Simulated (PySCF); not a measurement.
Sn(H)2(Et)(OH) (C2H8OSn), SMILES C[CH2][SnH2][OH]. Geometry optimised at B3LYP-D3(BJ)/def2-SVP. The structure was generated by enumeration; whether it is a known compound was not checked. The def2 effective core potentials stand for the cores of Sn; spin–orbit coupling is left out. Other conformers were not sampled.

Computed equilibrium geometry at B3LYP-D3(BJ)/def2-SVP (PySCF confirms it by a frequency run) as Cartesian coordinates in Å (one conformer of several):
```xyz
12

Sn     0.4554     0.3522     0.1303
O      1.0103    -1.5508    -0.1999
C     -1.5719     0.3097    -0.6297
C     -2.3565    -0.8842    -0.0816
H      1.5251     1.4017    -0.7315
H      0.5479     0.6590     1.8307
H      1.8759    -1.7636     0.1733
H     -1.4876     0.2663    -1.7272
H     -2.0542     1.2686    -0.3806
H     -2.4781    -0.8213     1.0124
H     -3.3668    -0.9362    -0.5219
H     -1.8417    -1.8325    -0.3001
```
Charge 0, spin multiplicity 1.
